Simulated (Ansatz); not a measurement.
Job for Ansatz (a first-principles code): R-B3LYP/def2-TZVPPD on CH6AlN (SMILES C[NH][AlH2]). Files ending in .json are basis or fitting sets from the Basis Set Exchange.

Ansatz 0.2 input:
```yaml
crystal:
  periodic: [false, false, false]
  atoms:
    - {symbol: C, position_ang: [-0.50060950, -0.40744734, 1.56201586]}
    - {symbol: N, position_ang: [-0.35294685, 0.28769917, 0.29149530]}
    - {symbol: Al, position_ang: [0.81695944, -0.00879326, -1.00557997]}
    - {symbol: H, position_ang: [-0.35640435, 0.25774005, 2.41985788]}
    - {symbol: H, position_ang: [0.24624773, -1.20005822, 1.63602003]}
    - {symbol: H, position_ang: [-1.48544535, -0.87618195, 1.66539196]}
    - {symbol: H, position_ang: [-1.03470934, 1.02621013, 0.18673627]}
    - {symbol: H, position_ang: [0.73648686, 0.91151431, -2.28393564]}
    - {symbol: H, position_ang: [1.86112229, -1.17196098, -0.79044003]}
basis:
  gaussian:
    orbitals: def2-TZVPPD.json
hamiltonian:
  xc: {name: B3LYP}
scf: {lower_state_search: off}
```

It printed:

```
WARN ansatz: RAYON_NUM_THREADS=2 ignored (pool sized by the plan → 2); use --threads N
Functional definition: B3LYP
these checks for a lower state are left out or cut short: stability, starts, cluster_reference, orbital_swaps, neighbouring_geometries, increment
integrals: 0.12 GiB planned
1015 factors; their error is unknown
mean field: 1.18 GiB planned
mean field evaluation 1: about -9214.4480 eV, gradient 6.8e1 eV
mean field evaluation 2: about -9178.4232 eV, gradient 1.3e2 eV
mean field evaluation 4: about -9224.1401 eV, gradient 9.1e0 eV
mean field evaluation 8: about -9224.3156 eV, gradient 2.6e-1 eV
mean field evaluation 16: about -9224.3209 eV, gradient 4.0e-5 eV
mean field -9224.32087849 eV, -338.9875398152 hartree, gradient 2.2e-6 eV, S^2 0.000000; 0 other end points of the search recorded, 0 dependent functions left out
reference -9224.32117075 eV, -338.9875505557 hartree; 16, 16 occupied and 208, 208 virtual orbitals, 1015 factors
Total energy: -9224.32117075 eV, -338.9875505557 hartree
Checks for a lower state left out: stability, starts, cluster_reference, orbital_swaps, neighbouring_geometries, increment
```

Self-consistency was reached.

Cost: around 4 core-seconds (rough).
